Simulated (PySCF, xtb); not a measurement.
CH₈FNSi₂, SMILES NC[SiH2][SiH2]F.

GFN2-xTB in xtb at its own geometry gives an orbital gap of 3.71 eV and a dipole moment of 2.25 D.

Geometry: PBE0-D3(BJ)/def2-SVP. The structure was generated by enumeration, and PubChem lists no compound with its InChIKey, so it may never have been made. Other conformers were not sampled.

Question: What does ωB97X/def2-TZVP (PySCF) give? (An estimate is asked for; the answer gives what the named calculation found.)

Answer: gap 10.40 eV (levels -9.02 and 1.38 eV), dipole 1.79 D.
